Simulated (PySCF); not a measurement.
C₂H₁₀BN.
SMILES: `C[BH-](C)[NH3+]`

A linear-response calculation (PySCF, def2-SVPD basis, gas phase, vertical, core orbitals frozen in the response) gave these numbers; the functional is withheld.

Orbital energies (eV): HOMO-3 -9.70, HOMO-2 -8.99, HOMO-1 -7.60, HOMO -7.30, LUMO -0.20, LUMO+1 1.46, LUMO+2 1.48.

| state | E (eV) | f | main configurations (H = HOMO, L = LUMO) |
| --- | --- | --- | --- |
| S1 | 6.01 | 0.0022 | H→L (100%) |
| S2 | 6.30 | 0.0098 | H-1→L (100%) |
| S3 | 7.61 | 0.011 | H→L+1 (98%) |
| S4 | 7.61 | 0.088 | H-2→L (59%), H→L+2 (37%) |
| S5 | 7.71 | 0.131 | H→L+3 (40%), H→L+2 (36%), H-2→L (18%) |
| S6 | 7.76 | 0.012 | H→L+3 (59%), H→L+2 (24%), H-2→L (12%) |

Triplets (Tamm–Dancoff): T1 5.89 eV, H→L (99%); T2 6.23 eV, H-1→L (99%); T3 7.38 eV, H→L+2 (64%), H→L+3 (15%), H-2→L (14%); T4 7.44 eV, H-2→L (69%), H→L+3 (25%).

Vertical ionisation energy by ΔSCF with the same functional: 9.51 eV. Mean static polarisability: 56.1 au.

**Question.** Which of these was used?
A. CAM-B3LYP
B. PBE
C. PBE0
D. HF

**Answer.** C. PBE0 is a global hybrid with 25% exact exchange. In this run −ε(HOMO) = 7.30 eV differs from the ΔSCF value by -2.21 eV, and S1 differs from the orbital gap of 7.10 eV by -1.09 eV. The ratio −ε(HOMO)/IP is 0.77. Usual ranges for neutral molecules in this basis: 0.7 to 0.83 with PBE0, 0.5 to 0.7 with PBE, 0.85 to 0.93 with CAM-B3LYP; with Hartree–Fock the ratio is 1 or more (Koopmans' value less the relaxation energy is the ΔSCF value).

Level of theory: PySCF, TDDFT PBE0/def2-SVPD, vertical, gas phase, core orbitals frozen in the response. Isolated species at its PBE0-D3(BJ)/def2-SVP geometry, gas phase.
